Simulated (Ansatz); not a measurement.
Ansatz (a program for electronic structure) input:

Ansatz 0.2 input:
```yaml
crystal:
  periodic: [false, false, false]
  atoms:
    - {symbol: Si, position_ang: [0.10755175, 0.00300887, 0.90847299]}
    - {symbol: Cl, position_ang: [0.82261311, 1.42236598, -0.38068728]}
    - {symbol: Br, position_ang: [-0.95527250, -1.39887139, -0.49811368]}
basis:
  gaussian:
    orbitals: def2-TZVP
hamiltonian:
  xc: b3lyp
  dispersion: d3bj
relax: {f_tol: 0.002, max_steps: 150}
```

Problem. What final total energy does it print?

Solution. -3324.00489 Eh (B3LYP-D3(BJ)/def2-TZVP). The basis has 122 functions.
